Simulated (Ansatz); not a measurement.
**Molecular dynamics of ClH5Sn**

input.yaml

```yaml
crystal:
  periodic: [false, false, false]
  atoms:
    - { symbol: Sn, position_ang: [-0.206897, 0.0, -0.176334] }
    - { symbol: Cl, position_ang: [-0.144654, -1.0e-06, 2.723157] }
    - { symbol: H, position_ang: [1.503514, 1.0e-06, 0.087771] }
    - { symbol: H, position_ang: [-0.68448, 1.469899, -0.959933] }
    - { symbol: H, position_ang: [-0.68448, -1.4699, -0.959931] }
    - { symbol: H, position_ang: [-1.918996, 1.0e-06, 0.871731] }
    - { symbol: H, position_ang: [-1.419806, 0.0, 1.731338] }
basis:
  gaussian: { orbitals: def2-SVP }
hamiltonian:
  xc: blyp
  dispersion: d4
md:
  timestep: 0.5
  n_steps: 200
  ensemble: nve
  temperature: 100.0
  initial_velocities: maxwell_boltzmann
  seed: 2310
```

Run as:

```bash
$ ansatz run input.yaml --threads 1 --pin off --max-ram 2048MiB --backend cpu --events-out ev --progress --plain --runs-dir out
```

It starts at the highest image of a converged band. Of that band: A vibrational analysis at the climbing image gives 2 clearly imaginary modes (1043i, 100i cm⁻¹): a point of higher order, so a lower path passes nearby.

Output, in part (step lines, the closing report, with atoms numbered from 0):

```
md step     0: t =     0.00 fs  T =   100.0 K  F+E_penalty+E_count = -18427.47199247 eV  E_kin = 0.064630 eV  conserved = -18427.40736247 eV  (25 SCF iters)
md step     1: t =     0.50 fs  T =    98.2 K  F+E_penalty+E_count = -18427.47082310 eV  E_kin = 0.063474 eV  conserved = -18427.40734886 eV  (26 SCF iters)
md step     2: t =     1.00 fs  T =    93.1 K  F+E_penalty+E_count = -18427.46746964 eV  E_kin = 0.060148 eV  conserved = -18427.40732201 eV  (27 SCF iters)
md step     3: t =     1.50 fs  T =    85.2 K  F+E_penalty+E_count = -18427.46233543 eV  E_kin = 0.055049 eV  conserved = -18427.40728602 eV  (27 SCF iters)
md step     4: t =     2.00 fs  T =    75.4 K  F+E_penalty+E_count = -18427.45597429 eV  E_kin = 0.048729 eV  conserved = -18427.40724507 eV  (26 SCF iters)
md step     5: t =     2.50 fs  T =    64.7 K  F+E_penalty+E_count = -18427.44902345 eV  E_kin = 0.041820 eV  conserved = -18427.40720319 eV  (27 SCF iters)
md step     6: t =     3.00 fs  T =    54.1 K  F+E_penalty+E_count = -18427.44213794 eV  E_kin = 0.034974 eV  conserved = -18427.40716443 eV  (27 SCF iters)
md step     7: t =     3.50 fs  T =    44.6 K  F+E_penalty+E_count = -18427.43593000 eV  E_kin = 0.028798 eV  conserved = -18427.40713163 eV  (27 SCF iters)
[... lines left out ...]
Total energy: -18428.33506648 eV, -677.2288225189 hartree
Atom 0 at    -0.219346    -0.003786    -0.509275 Å, force     1.633625     0.327188    -1.357959 eV/Å
Atom 1 at    -0.192024     0.007428     3.782566 Å, force     0.835122     0.024567     1.342200 eV/Å
Atom 2 at     1.173520    -0.042088     0.522137 Å, force    -0.013321    -0.031452    -0.057068 eV/Å
Atom 3 at    -0.178663     1.505624    -1.426834 Å, force    -0.047461    -0.280459     0.250381 eV/Å
Atom 4 at    -0.058668    -1.258409    -1.737325 Å, force    -0.167433     0.159618     0.377218 eV/Å
Atom 5 at    -1.545045    -0.050332     0.426324 Å, force    -1.393453    -0.175040     0.820158 eV/Å
Atom 6 at     0.536614     0.029828     4.938403 Å, force    -0.847079    -0.024422    -1.374929 eV/Å
Dipole moment:     0.079351    -0.034925     0.324007 e Å
```

The steps, from the saved trajectory:

| time (fs) | T (K) | potential energy less start (eV) | conserved less start (meV/atom) |
| --- | --- | --- | --- |
| 0 | 100 | 0.000 | 0.00 |
| 3 | 54 | 0.030 | 0.03 |
| 6 | 33 | 0.044 | 0.04 |
| 9 | 74 | 0.017 | 0.01 |
| 12 | 58 | 0.027 | 0.03 |
| 15 | 88 | 0.008 | 0.05 |
| 18 | 262 | -0.104 | 0.00 |
| 21 | 345 | -0.159 | -0.05 |
| 24 | 384 | -0.184 | 0.02 |
| 27 | 547 | -0.289 | -0.03 |
| 30 | 660 | -0.362 | 0.02 |
| 33 | 861 | -0.493 | -0.11 |
| 36 | 773 | -0.434 | 0.10 |
| 39 | 946 | -0.547 | -0.09 |
| 42 | 917 | -0.528 | 0.02 |
| 45 | 996 | -0.579 | -0.08 |
| 48 | 1036 | -0.605 | 0.05 |
| 51 | 1185 | -0.702 | -0.09 |
| 54 | 1089 | -0.638 | 0.07 |
| 57 | 1345 | -0.805 | -0.11 |
| 60 | 1375 | -0.824 | 0.03 |
| 63 | 1398 | -0.840 | -0.05 |
| 66 | 1383 | -0.829 | 0.02 |
| 69 | 1538 | -0.930 | -0.13 |
| 72 | 1398 | -0.838 | 0.10 |
| 75 | 1520 | -0.919 | -0.07 |
| 78 | 1480 | -0.892 | 0.02 |
| 81 | 1561 | -0.945 | -0.09 |
| 84 | 1536 | -0.928 | 0.05 |
| 87 | 1602 | -0.971 | -0.10 |
| 90 | 1383 | -0.829 | 0.08 |
| 93 | 1536 | -0.929 | -0.11 |
| 96 | 1504 | -0.907 | 0.04 |
| 99 | 1502 | -0.907 | -0.05 |

All steps were run. The conserved energy stayed within 0.17 meV per atom of its start (net change 0.043 meV per atom), so the integration is sound. The kinetic energy rose, since the run started high on the potential surface and went downhill. It ends in pieces (ClH + H4Sn), so much of that is their flight and rotation, not heat. A run of 0.1 ps of so small a system gives no equilibrium averages. The orbitals stay closed-shell, which can raise the energy where a bond breaks towards radicals; this wasn't checked here.

Between its relaxed ends the band would form Sn1–H6, Cl2–H7 and break Sn1–Cl2, H6–H7. These pairs go: Sn1–H6 2.01 → 1.62 Å, Cl2–H7 1.62 → 1.37 Å, Sn1–Cl2 2.90 → 4.29 Å, H6–H7 0.99 → 4.97 Å. In the last frame they stand as after the step (other bonds may differ from the relaxed reactants and products). It ends as ClH + H4Sn. Pairs count as bonded within 1.25 times the sum of covalent radii (0.12 Å more for H–H).

Last frame:

```xyz
7
Properties=species:S:1:pos:R:3
Sn -0.219 -0.004 -0.509
Cl -0.192 0.007 3.783
H 1.173 -0.042 0.522
H -0.179 1.506 -1.427
H -0.059 -1.258 -1.737
H -1.545 -0.050 0.426
H 0.537 0.030 4.938
```

The run took 100 s on 1 thread of AMD EPYC 9R45 96-Core Processor (Zen 5), on a shared host, peak memory 0.14 GiB.
